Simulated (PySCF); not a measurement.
trans-(1R,2R)-1-bromo-2-fluorocyclopropane (C₃H₄BrF), SMILES F[C@@H]1C[C@H]1Br. Heavy atoms are numbered as in [F:1][C@@H:2]1[CH2:3][C@H:4]1[Br:5]. Hydrogens are named by the atom that carries them.

Geometry: PBE0-D3(BJ)/def2-SVP.

Calculation: HF/def2-TZVP in PySCF.

Atomic charges (e), one atom of each kind:

```tsv
atom	meta-Löwdin	Mulliken
F1	-0.34	-0.28
C2 (CH)	0.25	0.15
C3 (CH2)	-0.22	-0.25
C4 (CH)	-0.12	?
Br5	-0.08	?
H on C2	0.12	0.12
H on C3	0.13	?
H on C4	0.14	?
```

Q: What belongs in the gaps? (The exact figures need the calculation; the answer reports its results.)

A: 
- C4 (CH), Mulliken: -0.03
- Br5, Mulliken: -0.13
- H on C3, Mulliken: 0.14
- H on C4, Mulliken: 0.16

Computed Mayer and Wiberg (Löwdin basis) orders of the bonds:
```json
[
 {"bond": "F1–C2", "Mayer": "0.93", "Wiberg": "1.65"},
 {"bond": "C2–C3", "Mayer": "0.99", "Wiberg": "1.26"},
 {"bond": "C2–C4", "Mayer": "1.00", "Wiberg": "1.25"},
 {"bond": "C3–C4", "Mayer": "0.98", "Wiberg": "1.26"},
 {"bond": "C4–Br5", "Mayer": "0.99", "Wiberg": "1.55"}
]
```
